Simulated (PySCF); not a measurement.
# Potential energy of GaF⁺ along the bond

Set-up: basis Ga cc-pVTZ-PP with ECP10, F cc-pVTZ; scalar-relativistic core potentials; PySCF 2.14. Energies in eV from Ga⁺ + F in their ground configurations at the same level. State: ²Σ⁺ (doublet), unpaired electrons σ ↑.

All columns are PBE0. A positive dipole points towards F; it is taken about the centre of mass and depends on that origin.

```
R (Å)  E (eV)  μ (D)  Mulliken charge on Ga (basis-dependent)  HOMO (eV)  LUMO (eV)  Mayer bond order  ⟨S²⟩
1.470  -0.155  -2.73                                     1.11     -16.33     -12.41              1.44  0.75
1.538  -0.896  -3.01                                     1.13     -16.47     -12.60              1.39  0.75
1.607  -1.289  -3.27                                     1.15     -16.60     -12.78              1.34  0.75
1.658  -1.424  -3.44                                     1.17     -16.68     -12.90              1.30  0.75
1.709  -1.460  -3.59                                     1.18     -16.76     -13.00              1.26  0.75
1.760  -1.427  -3.72                                     1.19     -16.84     -13.09              1.21  0.76
1.829  -1.310  -3.83                                     1.19     -16.93     -13.18              1.15  0.76
1.914  -1.102  -3.88                                     1.19     -17.03     -13.23              1.06  0.76
2.017  -0.833  -3.81                                     1.17     -17.13     -13.22              0.93  0.77
2.153  -0.524  -3.56                                     1.12     -17.20     -13.11              0.72  0.77
```

A fit through these points gives, at Re = 1.707 Å, μ = -3.59 D and dμ/dR = -2.74 D/Å; the reduced mass is 14.89 u.

Problem. How strong is the fundamental in the double-harmonic approximation, I = 42.26·(dμ/dR)²/μred km/mol?

Solution. I = 42.26·(-2.74)²/14.89 = 21.3 km/mol at PBE0.

Spin–orbit coupling is left out. For an ion De counts to the pair picked by the measured ionisation energies or electron affinities, which need not be the lowest pair at this level. The state is the lowest determinant that a PBE0 search found; another state may lie lower at other levels.
